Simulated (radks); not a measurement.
Results of a calculation; reference values are marked as such.
Task: These are the eigenvalues of the occupied orbitals of an atom or ion with whole-number occupations (Ry). Level of theory: Dirac Kohn-Sham, LB94 model potential, spin-unpolarised, spherical densities, finite nucleus; Fermi nuclear charge, rms radius of each element as measured or else 0.836 A^(1/3) + 0.57 fm (a radial shooting solver on a logarithmic mesh with Libxc functionals).

1s1/2: -3854.390
2s1/2: -769.1656
2p1/2: -740.0937
2p3/2: -687.9987
3s1/2: -276.7486
3p1/2: -264.8456
3p3/2: -252.8729
3d3/2: -233.8602
3d5/2: -231.0931

Which element is it, and in what charge state? The configuration may be excited. Open shells, if any, fill j = l - 1/2 first.

Result: Z = 64, gadolinium, charge +41: Gd41+ in [Ar] 3d5. The list shows which subshells hold electrons but not how many an open one holds; the 1s level, -1927.2 hartree, gives Z - s = 62.1 by -(Z - s)^2/2, which with screening and relativity narrows Z to a few neighbours, and the depths of the outer levels then fix element, charge and occupations together.
